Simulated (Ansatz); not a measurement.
The cluster Sr2O3, relaxed as a singlet with RKS PBE0-D4/def2-SVP in Ansatz, starting from the GFN2-xTB geometry. Force threshold 0.02 eV/Å.

In the def2 sets Sr takes a core potential; there is no spin–orbit coupling. The structure holds 2 bonds between oxygen atoms, so isomers without such links may lie far lower. The restricted singlet is unstable towards broken spin symmetry at other levels; at PBE0-D4/def2-SVP this wasn't settled. Another isomer (singlet) lies 3.93 eV lower at PBE0-D4/def2-TZVP; other spin states weren't run for this one.

Start:

Cartesian coordinates in Å:
```
Sr -1.273 0.290 1.220
Sr 1.598 -0.548 -0.891
O -0.325 0.326 -0.566
O 0.505 0.969 0.406
O -0.504 -1.037 -0.170
```

| step | energy (eV) | largest force component (eV/Å) | SCF passes |
| --- | --- | --- | --- |
| 1 | -7795.6377 | 8.685 | 37 |
| 2 | -7797.7933 | 2.407 | 40 |
| 3 | -7798.1909 | 0.337 | 38 |
| 4 | -7798.2808 | 0.833 | 36 |
| 5 | -7798.3467 | 0.319 | 43 |
| 6 | -7798.3611 | 0.084 | 35 |
| 7 | -7798.3648 | 0.108 | 35 |
| 8 | -7798.3799 | 0.081 | 35 |
| 9 (rejected) | -7798.2549 | 1.636 | 41 |
| 10 | -7798.3806 | 0.107 | 36 |
| 11 | -7798.3867 | 0.025 | 36 |
| 12 | -7798.3868 | 0.020 | 36 |

Force components are those of the run's own axes.

End:

| atom | x (Å) | y (Å) | z (Å) |
| --- | --- | --- | --- |
| Sr1 | -1.0129 | 0.0438 | 1.6222 |
| Sr2 | 1.8189 | -0.8177 | -0.3382 |
| O3 | -0.6761 | 0.5505 | -0.7333 |
| O4 | 0.4351 | 1.1061 | 0.0101 |
| O5 | -0.5651 | -0.8827 | -0.5607 |

By distances, no bond broke or formed. The bond that changes most is Sr2–O3, from 2.14 to 2.87 Å (atoms count from 1).

No frequencies were taken in this run, so the end may be a saddle point.

Run time 19 s (4 threads of Arm Neoverse V2 on a shared host).
